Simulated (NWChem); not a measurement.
Isomers of Si4H8O, each optimised at PBE0/def2-SVP with NWChem, gas phase unless a solvent is named. Flexible species stand in one conformer each, which need not be the lowest.  Relative energies count from the lowest isomer at each level and are electronic, without zero-point energy, on those geometries.

A: O[SiH]1[SiH2][SiH2][SiH2]1
B: [SiH3][SiH]1[SiH2]O[SiH2]1
C: [SiH3][Si@@H]1O[SiH2][SiH2]1
D: [SiH2]1[SiH2]O[SiH2][SiH2]1

Question: Rank them by relative energy, PBE0/def2-TZVP (kcal/mol), lowest first.

Answer: D (0.0), B (11.8), C (15.1), A (26.2)
